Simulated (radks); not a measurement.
Spin polarisation of the 3d1 shell in Sc+. Start: [Ar] 3d(up 0.5, down 0.5) 4s(up 0.5, down 0.5); electrons of 3d are moved from spin down to spin up, other shells keep equal spins. All-electron calculation, scalar-relativistic Kohn-Sham, LDA (Slater exchange, Perdew-Wang correlation), spin-polarised, spherical densities, finite nucleus; Fermi nuclear charge, rms radius of each element as measured or else 0.836 A^(1/3) + 0.57 fm. Program: a radial shooting solver on a logarithmic mesh with Libxc functionals.

\begin{tabular}{lrrrrrr}
moment (Bohr magnetons) & E - E(0) (eV) & e(3d up) (eV) & e(3d down) (eV) & 4s down minus up (eV) & 3p down minus up (eV) & 3s down minus up (eV) \\ \hline
0 & 0.000 & -10.229 & -10.229 & 0.000 & 0.000 & 0.000 \\
0.25 & -0.011 & -10.315 & -10.138 & 0.085 & 0.196 & 0.198 \\
0.5 & -0.044 & -10.395 & -10.041 & 0.171 & 0.392 & 0.395 \\
0.75 & -0.100 & -10.469 & -9.938 & 0.257 & 0.588 & 0.593 \\
1 & -0.177 & -10.537 & -9.828 & 0.344 & 0.784 & 0.790 \\
\end{tabular}

At moment 1 the spin-polarisation energy is -0.177 eV and the 3d exchange splitting 0.709 eV, that is 0.709 eV per Bohr magneton; E = -I m^2/4 would give I = 0.708 eV.
